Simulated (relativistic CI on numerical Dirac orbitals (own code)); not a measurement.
Computed by Dirac-Coulomb-Breit CI, orbitals from a KLI potential per configuration, a model potential for QED, unscaled Slater integrals (own radial code, finite nucleus).

The strongest absorption lines from the ground level of an ion, among the configurations computed and to levels below about 643 eV (vacuum wavelength in nm, gf): 3.6004 (0.14), 3.6249 (0.086), 3.8775 (0.14), 3.9891 (1.6), 3.9967 (0.15), 4.0509 (0.56), 4.1219 (1.1), 4.4533 (0.58).

Which ion is it?
A. Pm XXXVIII
B. Pm XXXVI
C. Pm XL
D. Cs XXXII

A. Pm XXXVIII has 24 electrons and the ground level 3s2.3p6.3d6 5D_4; the strongest line goes to 3s2.3p5.3d7 5P°_3. The pattern of lines fixes the number of electrons, and along that sequence the line energies rise steadily with the charge (about as its square where n changes within one kind of shell, about linearly where n is kept but much faster in heavy ions where fine structure, which grows about as Z⁴, sets the gap, and irregularly where shells cross), which fixes Z. Configurations outside the model, such as inner-shell arrays, can give stronger lines. At this charge energies of transitions that change n are usually good to better than 1 %, and those within a shell (Δn = 0) to a few per cent. Terms inside the open d or f shell come out 10 to 20 % too wide with unscaled integrals.

LS names give the leading component of a level, which can be under half, so a name can repeat, a term be missing and a line seem to break the LS rules.
